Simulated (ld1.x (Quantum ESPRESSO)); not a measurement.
**zinc: one change to a TM potential, before and after**

```json
{
  "Element": "zinc (Zn)",
  "Generator": "ld1.x (Quantum ESPRESSO) 7.5",
  "Type": "norm-conserving Troullier–Martins (Kleinman–Bylander form)",
  "Functional": "PBE",
  "Relativity": "scalar-relativistic",
  "Frozen core": "[Ar] 3d10",
  "Valence charge": "2",
  "Reference configuration": "4s1.5 4p0.5",
  "Partial waves": "4s (bound): rc 2.10 bohr; 4d channel at 0.25 Ry: rc 3.15 bohr; 4p (bound): rc 2.95 bohr",
  "Local potential": "the p channel",
  "Core correction": "Bessel-smoothed model core inside 1.85 bohr"
}
```

Change: all radii but the core radius scaled by about 1.30 (s 2.72, p 3.82, d 4.08 bohr).

Cutoffs: the cutoffs (Ry, on a coarse ladder) from which the occupation-weighted sum of valence levels, in a spherical-Bessel basis at the reference potential, stays within 10 and 1 mRy of its value at 400 Ry; they do not see the model core or the augmentation charge, which bear on the density cutoff. Errors are all-electron minus pseudo energies relative to the spin-unpolarised reference configuration.

How do hardness, ghosts and transferability respond?

The potential gets softer (10 Ry and 30 Ry → 8 Ry and 18 Ry); the bound ghost in s disappears; of the 6 tests that both files solve, the error grows in 4 and shrinks in 0 by more than 15 % and 0.3 meV (median size 35.8 → 39.2 meV). A larger radius leaves more room for a smooth pseudo-wave, so fewer plane waves are needed. More of the atom is replaced by a form fitted at one configuration, so other configurations suffer.

```csv
quantity,base,changed
"cutoff, loose",10 Ry,8 Ry
"cutoff, tight",30 Ry,18 Ry
loose cutoff by channel (10 mRy a level),"s 10 Ry, p 6 Ry","s 6 Ry, p 6 Ry"
bound ghosts,s,none
"error for 4s2 4p0, meV [ΔE -2.49 eV]",-8.5,-10
"error for 4s1 4p0, meV [ΔE 7.40 eV]",-64,-68
"error for 4s1.5 4p0, meV [ΔE 1.45 eV]",-4.7,-4.9
"error for 4s0 4p2, meV [ΔE 8.07 eV]",-63,-87
"error for 4s1 4p1, meV [ΔE 2.60 eV]",-8.0,-10
"error for 4s0 4p1, meV [ΔE 13.73 eV]",-153,-182
```

 A true bound ghost makes a file unfit for plane-wave use even where its test errors are small: the radial tests pick states by their node count and pass the ghost by.
